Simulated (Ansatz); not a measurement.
Several settings on one geometry of Cr(NH2)3 (CrN3H6) (that of the charge 0 quartet, r2SCAN-D4/def2-SVP). Ansatz on 4 threads of Intel Xeon 6975P-C on a shared host; times are rough.

```xyz
10

Cr    0.000    0.000    0.000
N     1.834   -0.006   -0.009
H     2.420   -0.334   -0.776
H     2.429    0.319    0.752
N    -0.912    1.591    0.005
H    -1.485    1.941    0.772
H    -0.927    2.266   -0.759
N    -0.922   -1.585    0.005
H    -0.932   -2.260    0.768
H    -1.505   -1.932   -0.756
```

Totals from different functionals, basis sets or treatments of relativity can't be compared as stabilities.

LC-ωPBE has ω = 0.4 bohr⁻¹.

The spins typed aren't always the lowest for that charge.

(1) Give the basis size and estimate the energy, ⟨S²⟩, dipole and time of these runs.

| run | method | charge | state | further keys |
| --- | --- | --- | --- | --- |
| 1 | UKS RPBE-D3(BJ)/def2-SVP | -1 | singlet | scf: {lower_state_search: off}; forces asked |
| 2 | UKS LC-ωPBE/def2-mTZVP | 0 | quartet | point_charges: [{charge: 0.50, position_ang: [6.224, -0.483, 0.217]}]; accuracy: high; forces asked |
| 3 | UKS ωB97X-V/def2-SVP | 0 | quartet | accuracy: high; forces asked |

Results:

(1) 
| run | functions | energy (Eh) | ⟨S²⟩ | dipole (D) | wall time |
| --- | --- | --- | --- | --- | --- |
| 1 | 103 | -1212.0584 | 1.02 | – | 3.2 s |
| 2 | 108 | -1212.1383 | 3.80 | 0.74 | 7.5 s |
| 3 | 103 | -1211.8938 | 3.79 | 0.00 | 34 s |

The highest occupied level of an anion often lies above zero with these methods, and sets without diffuse functions describe the outer electron poorly. At UKS RPBE-D3(BJ)/def2-SVP the unrestricted singlet has broken spin symmetry (⟨S²⟩ up to 1.02).
